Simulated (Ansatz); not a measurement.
Species: [Ti(F)4] (charge 0, multiplicity 1).

**Question.** Give a relaxed geometry from PBE-D3(BJ)/def2-SVP in Ansatz (a first-principles code).

**Answer.** the end point of this relaxation.
Z-matrix (Å, degrees):
```
Ti
F 1 1.7443
F 1 1.7443 2 109.47
F 1 1.7443 2 109.47 3 120.00
F 1 1.7443 2 109.47 4 120.00
```
